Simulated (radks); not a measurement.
Calculated with a radial shooting solver on a logarithmic mesh with Libxc functionals: non-relativistic Kohn-Sham, LDA (Slater exchange, Perdew-Wang correlation), spin-unpolarised, spherical densities, point nucleus. Response by self-consistent Sternheimer equations with the Hartree and adiabatic LDA kernel. Rank He, O6+, Be2+, N5+, Li+, B3+, F7+, C4+, Ne8+ (NIST ground configurations) by static dipole polarisability, largest first.

Answer. He 1.659, Li+ 0.2150, Be2+ 0.05667, B3+ 0.02094, C4+ 0.009450, N5+ 0.004870, O6+ 0.002759, F7+ 0.001678, Ne8+ 0.001078 bohr^3.
